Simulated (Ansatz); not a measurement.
Ansatz (a quantum-chemistry and plane-wave program) input (B3LYP-D3(BJ)/def2-TZVP):

Ansatz 0.2 input:
```yaml
crystal:
  periodic: [false, false, false]
  atoms:
    - {symbol: Ti, position_ang: [-0.00000000, -0.00000000, -0.42998028]}
    - {symbol: O, position_ang: [0.00000000, 0.00000000, 1.18244578]}
basis:
  gaussian:
    orbitals: def2-TZVP
hamiltonian:
  xc: b3lyp
  dispersion: d3bj
magnetization: {spin_polarized: true, initial_magnetization: 2}
phonons: {temperatures: {t_min: 298.15, t_max: 298.15, t_step: 100}}
```

Output:

```
Functional definition: B3LYP
integrals: 0.02 GiB planned
614 factors; their error is unknown
mean field: 0.24 GiB planned
mean field evaluation 1: about -25151.3694 eV, gradient 5.3e1 eV
mean field evaluation 2: about -24983.4929 eV, gradient 1.4e2 eV
mean field evaluation 4: about -25158.9357 eV, gradient 2.7e1 eV
mean field evaluation 8: about -25162.7276 eV, gradient 4.0e-1 eV
mean field evaluation 16: about -25162.8443 eV, gradient 5.8e-4 eV
mean field -25162.84434062 eV, -924.7174735294 hartree, gradient 3.0e-5 eV, S^2 2.011165; 2 other end points of the search recorded, 0 dependent functions left out
the calculation of the forces begins
reference -25162.84452671 eV, -924.7174803682 hartree; 16, 14 occupied and 60, 62 virtual orbitals, 614 factors
these checks for a lower state are left out or cut short: stability, starts, cluster_reference, orbital_swaps, neighbouring_geometries, increment
integrals: 0.02 GiB planned
614 factors; their error is unknown
mean field: 0.24 GiB planned
mean field evaluation 32: about -25162.8443 eV, gradient 2.2e-4 eV
mean field -25162.84434062 eV, -924.7174735294 hartree, gradient 1.5e-6 eV, S^2 2.011165; 0 other end points of the search recorded, 0 dependent functions left out
the calculation of the forces begins
reference -25162.84452671 eV, -924.7174803682 hartree; 16, 14 occupied and 60, 62 virtual orbitals, 614 factors
these checks for a lower state are left out or cut short: stability, starts, cluster_reference, orbital_swaps, neighbouring_geometries, increment
integrals: 0.02 GiB planned
614 factors; their error is unknown
mean field: 0.24 GiB planned
mean field -25162.84434062 eV, -924.7174735294 hartree, gradient 1.5e-6 eV, S^2 2.011165; 0 other end points of the search recorded, 0 dependent functions left out
the calculation of the forces begins
reference -25162.84452671 eV, -924.7174803682 hartree; 16, 14 occupied and 60, 62 virtual orbitals, 614 factors
these checks for a lower state are left out or cut short: stability, starts, cluster_reference, orbital_swaps, neighbouring_geometries, increment
integrals: 0.02 GiB planned
614 factors; their error is unknown
mean field: 0.24 GiB planned
mean field -25162.84434062 eV, -924.7174735294 hartree, gradient 1.5e-6 eV, S^2 2.011165; 0 other end points of the search recorded, 0 dependent functions left out
the calculation of the forces begins
reference -25162.84452671 eV, -924.7174803682 hartree; 16, 14 occupied and 60, 62 virtual orbitals, 614 factors
these checks for a lower state are left out or cut short: stability, starts, cluster_reference, orbital_swaps, neighbouring_geometries, increment
integrals: 0.02 GiB planned
614 factors; their error is unknown
mean field: 0.24 GiB planned
mean field -25162.84434062 eV, -924.7174735294 hartree, gradient 1.5e-6 eV, S^2 2.011165; 0 other end points of the search recorded, 0 dependent functions left out
the calculation of the forces begins
reference -25162.84452671 eV, -924.7174803682 hartree; 16, 14 occupied and 60, 62 virtual orbitals, 614 factors
these checks for a lower state are left out or cut short: stability, starts, cluster_reference, orbital_swaps, neighbouring_geometries, increment
integrals: 0.02 GiB planned
614 factors; their error is unknown
mean field: 0.24 GiB planned
mean field evaluation 64: about -25162.8442 eV, gradient 2.5e-6 eV
mean field -25162.84418764 eV, -924.7174679074 hartree, gradient 2.5e-6 eV, S^2 2.010994; 0 other end points of the search recorded, 0 dependent functions left out
the calculation of the forces begins
reference -25162.84437369 eV, -924.7174747445 hartree; 16, 14 occupied and 60, 62 virtual orbitals, 614 factors
these checks for a lower state are left out or cut short: stability, starts, cluster_reference, orbital_swaps, neighbouring_geometries, increment
integrals: 0.02 GiB planned
614 factors; their error is unknown
mean field: 0.24 GiB planned
mean field -25162.84418965 eV, -924.7174679812 hartree, gradient 1.9e-6 eV, S^2 2.011339; 0 other end points of the search recorded, 0 dependent functions left out
the calculation of the forces begins
reference -25162.84437579 eV, -924.7174748217 hartree; 16, 14 occupied and 60, 62 virtual orbitals, 614 factors
these checks for a lower state are left out or cut short: stability, starts, cluster_reference, orbital_swaps, neighbouring_geometries, increment
integrals: 0.02 GiB planned
614 factors; their error is unknown
mean field: 0.24 GiB planned
mean field -25162.84434062 eV, -924.7174735294 hartree, gradient 1.5e-6 eV, S^2 2.011165; 0 other end points of the search recorded, 0 dependent functions left out
the calculation of the forces begins
reference -25162.84452671 eV, -924.7174803682 hartree; 16, 14 occupied and 60, 62 virtual orbitals, 614 factors
these checks for a lower state are left out or cut short: stability, starts, cluster_reference, orbital_swaps, neighbouring_geometries, increment
integrals: 0.02 GiB planned
614 factors; their error is unknown
mean field: 0.24 GiB planned
mean field -25162.84434062 eV, -924.7174735294 hartree, gradient 1.5e-6 eV, S^2 2.011165; 0 other end points of the search recorded, 0 dependent functions left out
the calculation of the forces begins
reference -25162.84452671 eV, -924.7174803682 hartree; 16, 14 occupied and 60, 62 virtual orbitals, 614 factors
these checks for a lower state are left out or cut short: stability, starts, cluster_reference, orbital_swaps, neighbouring_geometries, increment
integrals: 0.02 GiB planned
614 factors; their error is unknown
mean field: 0.24 GiB planned
mean field -25162.84434062 eV, -924.7174735294 hartree, gradient 1.5e-6 eV, S^2 2.011165; 0 other end points of the search recorded, 0 dependent functions left out
the calculation of the forces begins
reference -25162.84452671 eV, -924.7174803682 hartree; 16, 14 occupied and 60, 62 virtual orbitals, 614 factors
these checks for a lower state are left out or cut short: stability, starts, cluster_reference, orbital_swaps, neighbouring_geometries, increment
integrals: 0.02 GiB planned
614 factors; their error is unknown
mean field: 0.24 GiB planned
mean field evaluation 96: about -25162.8443 eV, gradient 2.2e-4 eV
mean field -25162.84434062 eV, -924.7174735294 hartree, gradient 1.5e-6 eV, S^2 2.011165; 0 other end points of the search recorded, 0 dependent functions left out
the calculation of the forces begins
reference -25162.84452671 eV, -924.7174803682 hartree; 16, 14 occupied and 60, 62 virtual orbitals, 614 factors
these checks for a lower state are left out or cut short: stability, starts, cluster_reference, orbital_swaps, neighbouring_geometries, increment
integrals: 0.02 GiB planned
614 factors; their error is unknown
mean field: 0.24 GiB planned
mean field -25162.84418965 eV, -924.7174679812 hartree, gradient 1.9e-6 eV, S^2 2.011339; 0 other end points of the search recorded, 0 dependent functions left out
the calculation of the forces begins
reference -25162.84437579 eV, -924.7174748217 hartree; 16, 14 occupied and 60, 62 virtual orbitals, 614 factors
these checks for a lower state are left out or cut short: stability, starts, cluster_reference, orbital_swaps, neighbouring_geometries, increment
integrals: 0.02 GiB planned
614 factors; their error is unknown
mean field: 0.24 GiB planned
mean field -25162.84418764 eV, -924.7174679074 hartree, gradient 2.5e-6 eV, S^2 2.010994; 0 other end points of the search recorded, 0 dependent functions left out
the calculation of the forces begins
reference -25162.84437369 eV, -924.7174747445 hartree; 16, 14 occupied and 60, 62 virtual orbitals, 614 factors
Total energy: -25162.88073896 eV, -924.7188111437 hartree
Atom 0 at    -0.000000    -0.000000    -0.429980 Å, force     0.000000     0.000000     0.000038 eV/Å
Atom 1 at     0.000000     0.000000     1.182446 Å, force    -0.000000    -0.000000    -0.000038 eV/Å
Dipole moment:    -0.000000    -0.000000    -0.821171 e Å
Vibrations: 1050.20 cm⁻¹, zero-point energy 0.065104 eV
```

The spin state was set by rule; other spins were not relaxed.
